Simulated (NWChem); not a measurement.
GeH3SeF; SMILES F[Se][GeH3]

Computed with NWChem. The geometry was optimised at PBE0/def2-SVP. Ions are spin-unrestricted doublets at the neutral geometry; other ion states weren't tried.

**Question.** What does the run give for PBE/def2-SVP? Quantities: vertical ionisation energy, ΔSCF (eV); −ε(HOMO) (eV).

**Answer.** 
| Item | Result |
|---|---|
| vertical ionisation energy, ΔSCF (eV) | 8.92 |
| −ε(HOMO) (eV) | 5.49 |
